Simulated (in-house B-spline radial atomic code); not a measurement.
Computed with a B-spline radial atomic code. Model: two electrons, singlet ground state, non-relativistic, full CI in B-splines with partial waves to l = 8 (at full coupling up to 3e-4 hartree above the limit, correlation up to 0.6 % small), density held at that of full coupling by Lieb maximisation.

Along the adiabatic connection the electron repulsion is scaled by a coupling λ while a local potential keeps the density fixed. At λ = 0 the system is the Kohn-Sham one and W equals the exchange energy; the exchange-correlation energy is the area under W between 0 and 1. The kinetic energy rises with λ as the electrons avoid each other, with dT/dλ = −λ dW/dλ.

Command:
```bash
python run_ac.py task.json out
```
Settings (lengths in bohr, energies in hartree):
```
potential              dot
strength               0.0257
lmax                   8
second                 -0.5
```

Time taken, with all properties: 83 s on 1 thread of Intel(R) Xeon(R) Processor @ 2.30GHz (shared host).

**W = mean repulsion less Hartree energy, and W of three functionals.**

Given: confinement charge in harmonic well; well frequency 0.0257 hartree; nuclear charge -0.5; external potential omega^2 r^2/2 - Z/r.

Computed: LDA exchange minus exact 7.7526 millihartree; PBE exchange minus exact -1.5187 millihartree.

```csv
coupling,W xc (hartree),W xc minus exchange (millihartree),kinetic minus Kohn-Sham (millihartree),LDA (PW92) W minus its exchange (millihartree),PBE W minus its exchange (millihartree),SCAN W minus its exchange (millihartree)
0,-0.076201,0,0,0,0,0
0.02,-0.078912,-2.711,0.03,-6.3,-3.03,-1.75
0.05,-0.082303,-6.102,0.14,-11.29,-6.23,-4
0.12,-0.087898,-11.697,0.6,-18.36,-11.38,-8.13
0.25,-0.093524,-17.322,1.6,-25.76,-17.3,-13.3
0.4,-0.096751,-20.55,2.62,-30.77,-21.53,-17.08
0.6,-0.099049,-22.848,3.75,-35.01,-25.23,-20.27
0.8,?,?,?,?,?,?
1,?,?,?,?,?,?
1.4,-0.10252,-26.318,6.92,-43.03,-32.41,-25.57
2,-0.10359,-27.388,8.71,-45.95,-35.07,-27.07
3,-0.10462,-28.416,11.23,-48.92,-37.81,-28.31
4.5,-0.10549,-29.291,14.45,-51.51,-40.21,-29.15
7,-0.10631,-30.11,19.06,-53.93,-42.46,-29.76
```

Task: What belongs in the row 0.8?

Result: W xc (hartree): -0.10041; W xc minus exchange (millihartree): -24.205; kinetic minus Kohn-Sham (millihartree): 4.69; LDA (PW92) W minus its exchange (millihartree): -37.89; PBE W minus its exchange (millihartree): -27.77; SCAN W minus its exchange (millihartree): -22.32.

Task: What belongs in the row 1?

Result: W xc (hartree): -0.10132; W xc minus exchange (millihartree): -25.122; kinetic minus Kohn-Sham (millihartree): 5.51; LDA (PW92) W minus its exchange (millihartree): -40.01; PBE W minus its exchange (millihartree): -29.68; SCAN W minus its exchange (millihartree): -23.75.

Task: What is the SCAN exchange minus exact?

Result: -3.3968 millihartree.

**Energy parts, natural occupations and partial-wave weights.**

Computed: total energy 0.2725 hartree; exchange energy -0.076201 hartree; kinetic part over minus potential part 0.21923; Hartree energy 0.1524 hartree; Kohn-Sham kinetic 0.022793 hartree; Lieb Oxford ratio E_xc over LDA exchange 1.3998.

| natural | occupation of the shell (electrons) |
| --- | --- |
| s | 1.4287 |
| p | 0.56204 |
| d | 0.0067767 |
| s | ? |
| p | 3.4785e-05 |
| f | 4.2029e-06 |

Task: What belongs in the row s?

Result: occupation of the shell (electrons): 0.0023973.

```csv
wave,weight
s,0.71557
p,0.28104
d,?
f,2.2307e-06
g,1.0385e-07
```

Task: What belongs in the row d?

Result: weight: 0.0033885.

Task: What is the correlation energy?

Result: -0.019614 hartree.

Task: What is the kinetic part of the DFT correlation energy?

Result: 0.0055073 hartree.

Half-way to full coupling W has made 86 % of its drop, against 50 % for a straight line, and second-order (GL2) theory, half the initial slope, overshoots the correlation energy by about 268 %: correlation is strong. Over couplings 0 to 1 the errors in E_xc come to about -2.9 millihartree for LDA, -3.3 millihartree for PBE, -0.7 millihartree for SCAN, so SCAN is nearest. In LDA and SCAN the errors of exchange and correlation have opposite signs, so the sum is smaller than the larger of the two.
